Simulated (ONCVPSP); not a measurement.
# Bi: excitation energies, all-electron against ONCV

Bi (Z = 83), optimised norm-conserving Vanderbilt (ONCV), made with ONCVPSP 4.0.1 (Wu-Cohen, scalar-relativistic). Core [Kr] 4d10 4f14, reference 5s2 5p6 5d10 6s2 6p1.5 (charge +1.5). Waves: 5s+6s: rc 1.40 bohr, ncon 3, nbas 7, qcut 6.6 1/bohr, 2 projectors; 5p+6p: rc 1.65 bohr, ncon 4, nbas 8, qcut 7.4 1/bohr, 3 projectors, debl 3 Ha; 5d: rc 1.75 bohr, ncon 4, nbas 8, qcut 7.3 1/bohr, 3 projectors, debl 2.8 Ha. Local part: polynomial inside 1.30 bohr (lpopt 4, dvloc0 -1 Ha). Core correction: Teter function, fcfact 1.75, rcfact 1.45.

Energies are relative to the spin-unpolarised reference configuration 5s2 5p6 5d10 6s2 6p1.5; without spin polarisation the order of configurations can differ from experiment.

```csv
valence configuration,charge,ΔE all-electron (eV),error AE − PS (meV)
5s2 5p6 5d10 6s2 6p2,+1,-6.683,+3.0
5s2 5p6 5d10 6s2 6p1,+2,8.621,-4.2
```

Task: What are ΔE and the potential's error for 5s2 5p6 5d10 6s2 6p3?

Result: ΔE = -14.638 eV all-electron; the error (AE − PS) is +6.3 meV.

Task: What are ΔE and the potential's error for 5s2 5p6 5d10 6s1 6p4?

Result: ΔE = -4.522 eV all-electron; the error (AE − PS) is +2.6 meV.
